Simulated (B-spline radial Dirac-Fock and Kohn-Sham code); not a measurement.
**Electron momentum distribution of W³³⁺: Compton profiles**

System: tungsten as W³³⁺, configuration 1s2 2s2 2p6 3s2 3p6 3d10 4s2 4p6 4d5.

The computed values come from a radial atomic solver: the impulse approximation on Dirac-Fock orbitals of the configuration average with a finite nucleus. pz is in atomic units of momentum; subshell profiles are per electron, for a selection of subshells; open shells are spread over both j values by their weights.

```tsv
pz	J total	J 2p1/2	J 4s1/2	J 4d3/2	J 4d5/2
0	2.179	0.0177	0.143	0.0704	0.0713
0.44	2.172	0.0177	0.140	0.0704	0.0713
0.63	2.164	0.0177	0.137	0.0704	0.0713
0.92	2.147	0.0177	0.130	0.0704	0.0713
1.3	2.114	0.0177	0.118	0.0704	0.0713
1.9	2.040	0.0176	0.0950	0.0702	0.0711
2.8	1.879	0.0176	0.0600	0.0688	0.0696
4	1.600	0.0176	0.0289	0.0624	0.0628
5.8	1.184	0.0175	0.0174	0.0414	0.0409
8.4	0.7995	0.0173	0.0144	0.0131	0.0124
12	0.5180	0.0163	0.00392	0.00363	0.00369
18	0.2554	0.0133	0.00177	0.00285	0.00285
25	0.1241	0.00908	0.000819	0.00105	0.000993
37	0.04551	0.00378	8.18e-05	0.000137	0.000120
53	0.01651	0.00107	5.43e-05	1.23e-05	9.73e-06
77	0.005349	0.000197	2.88e-05	< 1e-6	< 1e-6
110	0.001613	3.21e-05	8.92e-06	< 1e-6	< 1e-6
```

J(0) = 2.179. The 4p3/2 subshell gives the largest part, 17 %.

Mean momentum ⟨p⟩ by subshell (a.u.): 1s1/2 77.0, 2s1/2 27.5, 2p1/2 36.3, 2p3/2 32.1, 3s1/2 14.0, 3p1/2 16.7, 3p3/2 15.5, 3d3/2 18.6, 3d5/2 18.2, 4s1/2 8.16, 4p1/2 9.15, 4p3/2 8.72, 4d3/2 9.83, 4d5/2 9.68.
